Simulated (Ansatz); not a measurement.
Pd3H2⁻, relaxed as a quartet with UKS PBE-D4/def2-TZVPD in Ansatz, starting from the PBE-D4/def2-TZVPD geometry of the charge -1 doublet. Force threshold 0.02 eV/Å.

In the def2 sets Pd takes a core potential; there is no spin–orbit coupling. The highest occupied level of the charge -1 quartet lies above zero (up to 0.28 eV). The electron is either unbound and held by the finite basis, or the level is raised by self-interaction error. The gap within one spin of the charge -1 quartet nearly closes, so an electron or hole may be smeared out by delocalisation error. At PBE-D4/def2-TZVPD a doublet of charge -1 lies 0.76 eV below the quartet, each at its own geometry. Another isomer (doublet) lies 0.03 eV lower at PBE0-D4/def2-TZVPD.

Start:

```xyz
5

Pd    0.6914   -0.2653   -0.5187
Pd   -0.9808    1.6128    0.5714
Pd   -1.5348   -0.9011    0.5134
H     1.2114   -1.7195   -0.9773
H     0.6129    1.2730    0.4112
```

| step | energy (eV) | largest force component (eV/Å) | SCF passes |
| --- | --- | --- | --- |
| 1 | -10477.6020 | 0.364 | 90 |
| 2 | -10477.6498 | 0.198 | 75 |
| 3 | -10477.6715 | 0.121 | 66 |
| 4 | -10477.6838 | 0.084 | 63 |
| 5 | -10477.6864 | 0.011 | 67 |
| 6 | -10477.6865 | 0.004 | 56 |

Force components are those of the run's own axes.

End:

Cartesian coordinates in Å:
```
Pd 0.697 -0.331 -0.380
Pd -0.912 1.498 0.797
Pd -1.671 -0.899 0.382
H 1.252 -1.721 -0.952
H 0.634 1.454 0.152
```

By distances, no bond broke or formed. The bond that changes most is Pd1–H5, from 1.80 to 1.86 Å (atoms count from 1).

The force fell under the threshold at step 5, but the optimiser went on. No frequencies were taken in this run, so the end may be a saddle point.

Hardware: 4 threads of Arm Neoverse V1 on a shared host. Wall time 21 s.
